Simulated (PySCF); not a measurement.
C6H11O, SMILES [CH2]C(C)CC(C)=O, doublet, GFN2-xTB optimised geometry.

```
18

C     -0.24     1.83     0.00
C      0.25     0.45     0.00
C     -0.26    -0.34    -1.20
C     -0.20    -0.25     1.33
C      0.52    -1.56     1.50
C      1.84    -1.46     2.24
O      0.10    -2.60     1.07
H     -1.21     2.06    -0.40
H      0.28     2.60     0.54
H      1.35     0.45     0.00
H      0.14     0.07    -2.12
H     -1.35    -0.29    -1.24
H      0.03    -1.39    -1.12
H     -1.28    -0.43     1.27
H      0.01     0.42     2.17
H      2.42    -0.61     1.87
H      2.41    -2.37     2.13
H      1.64    -1.29     3.30
```

Density from unrestricted B3LYP/def2-SVP (PySCF) at that geometry.

Minimum of the electron density along straight lines between bonded atoms, close to the bond critical point (lines longer than 1.1 times the sum of covalent radii, or with two minima, are not listed):

```tsv
bond	length / Å	ρ at the minimum / e bohr⁻³	∇²ρ there / e bohr⁻⁵	position (fraction from the first atom)
C1–C2	1.467	0.273	-0.66	0.51
C2–C3	1.526	0.246	-0.57	0.51
C2–C4	1.573	0.220	-0.46	0.49
C4–C5	1.507	0.261	-0.63	0.49
C5–C6	1.508	0.259	-0.63	0.51
C5–O7	1.207	0.411	0.45	0.33
C1–H8	1.073	0.284	-1.08	0.63
C1–H9	1.073	0.284	-1.08	0.63
C2–H10	1.097	0.275	-0.98	0.62
C3–H11	1.087	0.277	-1.02	0.62
C3–H12	1.087	0.277	-1.01	0.62
C3–H13	1.087	0.280	-1.05	0.63
C4–H14	1.090	0.278	-1.03	0.63
C4–H15	1.090	0.278	-1.01	0.62
C6–H16	1.087	0.276	-1.01	0.63
C6–H17	1.087	0.279	-1.05	0.64
C6–H18	1.089	0.273	-0.99	0.63
```
